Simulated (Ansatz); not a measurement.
Cost and result for the atomization energy of C6H11NSi, SMILES `C=C[Si](N)(C=C)C=C` (19 atoms, 18 bonds).

```xyz
19

C    -1.0640    0.0794    2.5222
C     0.0665   -0.1091    1.8464
Si    0.1801   -0.0597   -0.0135
N     0.5764   -1.6471   -0.5373
C     1.5392    1.0908   -0.5637
C     2.7389    0.6731   -0.9593
C    -1.4311    0.5940   -0.6957
C    -2.2922   -0.1565   -1.3774
H    -1.1054    0.0473    3.6080
H    -2.0039    0.2740    2.0122
H     0.9787   -0.2968    2.4125
H     0.2197   -2.4469   -0.0422
H     0.7439   -1.8534   -1.5084
H     1.3472    2.1638   -0.5627
H     2.9889   -0.3842   -0.9770
H     3.5191    1.3601   -1.2768
H    -1.6846    1.6438   -0.5425
H    -3.2234    0.2358   -1.7779
H    -2.0940   -1.2086   -1.5670
```

The species carries charge 0 and has multiplicity 1. The structure was optimised at the PBE0-D4/def2-TZVP level. It is one conformer, not always the lowest. Program: Ansatz. All runs use 4 threads of an AMD EPYC 7R13 on a shared host and a share of an NVIDIA H100 80 GB. Times are those of one run each, without the atoms' runs, and a repeat can differ threefold. Electronic energies, without spin–orbit coupling; frozen cores. CCSD(T)/CBS adds CCSD(T) − MP2 in def2-TZVPP to the MP2 limit, and its time is that of the two runs behind it. T1 = 0.011. HSE06 is the plane-wave form, built on full-range PBE exchange.

CCSD(T)/CBS is a level of theory with its own doubt, some kJ/mol a heavy atom from the limit and from the frozen cores, so smaller differences don't rank the functionals.

| level | functions | wall time |
| --- | --- | --- |
| CAM-B3LYP-D4/def2-TZVPP | 413 | 6.5 s |
| PBE0-D4/def2-TZVPP | 413 | 7 s |
| PBE-D4/def2-TZVPP (with forces) | 413 | 7.5 s |
| r2SCAN-D4/def2-TZVPP (with forces) | 413 | 8 s |
| ωB97X-V/def2-TZVPP | 413 | 8 s |
| CCSD(T)/def2-SVP | 171 | 8 s |
| r2SCANh-D4/def2-TZVPP | 413 | 9 s |
| HSE06-D4/def2-TZVPP | 413 | 9 s |
| B97M-V/def2-TZVPP | 413 | 9.5 s |
| ωB97M-V/def2-TZVPP (with forces) | 413 | 11 s |
| MP2/def2-QZVPP | 799 | 11 s |
| CCSD(T)/def2-TZVPP | 413 | 23 s |
| CCSD(T)/CBS(def2) | – | 34 s |

Task: What atomization energy does each give, and how far from CCSD(T)/CBS? (Best estimate.)

Result: Computed: 
```
                             level  atomization (kcal/mol)  difference from CCSD(T)/CBS  per bond
           CAM-B3LYP-D4/def2-TZVPP                  1879.8                         10.0       0.6
                PBE0-D4/def2-TZVPP                  1883.0                         13.2       0.7
   PBE-D4/def2-TZVPP (with forces)                  1914.0                         44.2       2.5
r2SCAN-D4/def2-TZVPP (with forces)                  1873.4                          3.6       0.2
                ωB97X-V/def2-TZVPP                  1872.2                          2.4       0.1
                  CCSD(T)/def2-SVP                  1776.5                        -93.3      -5.2
             r2SCANh-D4/def2-TZVPP                  1863.3                         -6.5      -0.4
               HSE06-D4/def2-TZVPP                  1884.4                         14.6       0.8
                 B97M-V/def2-TZVPP                  1873.9                          4.1       0.2
  ωB97M-V/def2-TZVPP (with forces)                  1877.3                          7.5       0.4
                    MP2/def2-QZVPP                  1878.2                          8.4       0.5
                CCSD(T)/def2-TZVPP                  1823.2                        -46.6      -2.6
                 CCSD(T)/CBS(def2)                  1869.8                          0.0       0.0
```

From BLYP to BHLYP (50 % exact exchange), in def2-TZVPP and without D4, the atomization energy moves by −36.8 kcal/mol: exact exchange takes away binding that semilocal exchange gives to molecules. The D4 term adds +18.9 kcal/mol with B3LYP and +10.3 kcal/mol with PBE0; it sums over pairs of atoms, weighted by their polarisabilities, and B3LYP, whose exchange is more repulsive, gets the larger term. In def2-TZVPP, CCSD(T) changes the Hartree–Fock value by +443.2 kcal/mol (the triples alone add +28.9 kcal/mol) and MP2 by +470.7 kcal/mol; breaking electron pairs costs correlation energy, which Hartree–Fock lacks.

B3LYP here is the variant with VWN-RPA as its local correlation; programs differ in this.
